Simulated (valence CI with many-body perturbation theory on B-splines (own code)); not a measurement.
**As+: calculated level list**

Computed by relativistic CI+MBPT: four valence electrons over a frozen Dirac-Fock core [Ar] 3d10, a basis of 9 s, 9 p, 8 d, 6 f, 3 g, 1 h functions for each j, with the one-electron correlation potential Σ1, the two-electron term Σ2, the three-electron term Σ3, Breit, model QED; selected CI, second order for the rest, scaled by the run's own slope (own B-spline code, finite nucleus).

Against 16 measured levels this calculation errs by 216 cm⁻¹ on average and by 374 at most. These come from a selection out of the NIST Handbook of Basic Atomic Spectroscopic Data. Levels without a partner in it may be off by more. Among the levels kept, up to 450 cm⁻¹ of a level comes from second order outside the variational space, and about a tenth of that is noise between levels of different J, which matters for small intervals.

Levels 1 to 37 of 37, with energies above the lowest level, 4s2 4p2 3P_0. "Leading %" is the weight of the configuration and term that name the level; weights of strongly mixed levels are sums over their largest components and can fall short, so below about 35 % the name and the second component can differ from the true leading terms, or belong to a minority configuration. In the jj column 3d3/2^4 stands for four electrons in 3d with j = 3/2. Lifetimes count E1, E2, E3, M1 and M2 decay at the calculated energies, and are blank where another channel may lead or the interval is too uncertain; long ones can be off by a factor of two.

```tsv
No.	Configuration	Term	J	E (eV)	Leading %	Lifetime	g	Leading jj
1	4s2 4p2	3P	0	0.000	94			4s^2 4p1/2^2 (72 %)
2	4s2 4p2	3P	1	0.131	95	47.2 s	1.501	4s^2 4p1/2 4p3/2 (95 %)
3	4s2 4p2	3P	2	0.314	93	23.6 s	1.489	4s^2 4p3/2^2 (49 %)
4	4s2 4p2	1D	2	1.251	92	1.54 s	1.012	4s^2 4p1/2 4p3/2 (49 %)
5	4s2 4p2	1S	0	2.799	92	132 ms		4s^2 4p3/2^2 (71 %)
6	4s 4p3	5S°	2	6.758	97	3.40 μs	2.001	4s 4p1/2 4p3/2^2 (54 %)
7	4s 4p3	3D°	1	9.099	73	387 ns	0.509	4s 4p1/2 4p3/2^2 (32 %)
8	4s 4p3	3D°	2	9.113	73	561 ns	1.172	4s 4p1/2 4p3/2^2 (49 %)
9	4s 4p3	3D°	3	9.160	74	867 ns	1.334	4s 4p1/2 4p3/2^2 (74 %)
10	4s2 4p 5s	3P°	0	9.745	93	937 ps		4s^2 4p1/2 5s (93 %)
11	4s2 4p 5s	3P°	1	9.795	80	903 ps	1.430	4s^2 4p1/2 5s (88 %)
12	4s2 4p 5s	3P°	2	10.088	92	903 ps	1.500	4s^2 4p3/2 5s (92 %)
13	4s2 4p 5s	1P°	1	10.251	76	823 ps	1.073	4s^2 4p3/2 5s (85 %)
14	4s2 4p 4d	1D°	2	10.257	52	41.6 ns	1.121	4s^2 4p1/2 4d3/2 (22 %)
15	4s 4p3	3P°	1	10.448	63	21.8 ns	1.490	4s 4p1/2 4p3/2^2 (42 %)
16	4s 4p3	3P°	0	10.450	65	29.0 ns		4s 4p1/2 4p3/2^2 (65 %)
17	4s 4p3	3P°	2	10.505	46	33.4 ns	1.369	4s^2 4p3/2 4d5/2 (36 %)
18	4s2 4p 4d	3F°	2	10.976	90	66.0 ns	0.676	4s^2 4p1/2 4d3/2 (60 %)
19	4s2 4p 4d	3F°	3	11.065	91	21.8 ns	1.084	4s^2 4p1/2 4d5/2 (50 %)
20	4s2 4p 4d	3F°	4	11.234	92	945 ms	1.250	4s^2 4p3/2 4d5/2 (92 %)
21	4s2 4p 5p	1P	1	11.791	53	13.7 ns	0.817	4s^2 4p1/2 5p1/2 (81 %)
22	4s2 4p 5p	3D	1	11.988	47	10.7 ns	0.885	4s^2 4p1/2 5p3/2 (60 %)
23	4s2 4p 5p	3D	2	12.013	82	10.6 ns	1.182	4s^2 4p1/2 5p3/2 (76 %)
24	4s2 4p 5p	3P	0	12.153	89	7.54 ns		4s^2 4p1/2 5p1/2 (78 %)
25	4s2 4p 4d	3D°	1	12.264	54	225 ps	0.678	4s^2 4p1/2 4d3/2 (69 %)
26	4s2 4p 5p	3P	1	12.269	62	8.27 ns	1.396	4s^2 4p3/2 5p1/2 (35 %)
27	4s2 4p 5p	3D	3	12.270	93	10.9 ns	1.334	4s^2 4p3/2 5p3/2 (93 %)
28	4s2 4p 4d	3D°	2	12.323	58	214 ps	1.239	4s^2 4p1/2 4d5/2 (49 %)
29	4s2 4p 5p	3P	2	12.403	78	7.69 ns	1.442	4s^2 4p3/2 5p1/2 (50 %)
30	4s2 4p 4d	3D°	3	12.429	65	207 ps	1.296	4s^2 4p3/2 4d5/2 (28 %)
31	4s2 4p 5p	3S	1	12.505	77	8.30 ns	1.904	4s^2 4p3/2 5p1/2 (52 %)
32	4s2 4p 4d	1P°	1	12.566	61	381 ps	0.901	4s^2 4p3/2 4d5/2 (47 %)
33	4s2 4p 4d	3P°	2	12.663	48	252 ps	1.423	4s^2 4p3/2 4d5/2 (28 %)
34	4s2 4p 5p	1D	2	12.668	83	8.60 ns	1.044	4s^2 4p3/2 5p3/2 (56 %)
35	4s2 4p 4d	3P°	0	12.690	65	267 ps		4s^2 4p3/2 4d3/2 (65 %)
36	4s2 4p 4d	3P°	1	12.697	57	271 ps	1.424	4s^2 4p3/2 4d3/2 (38 %)
37	4s2 4p 4d	1F°	3	12.697	79	248 ps	1.038	4s^2 4p3/2 4d5/2 (49 %)
```

Names give the largest LS component (configuration and term), which can be under half, so a name can repeat, a term be missing and a line seem to break the LS rules; names also repeat where a configuration has a term twice.

The ionisation energy to 4s2 4p 2P°_1/2 of the next ion comes out as 18.549 eV (NIST: 18.5892 eV (measured)). All 37 levels together are meant to be complete up to 13.015 eV.
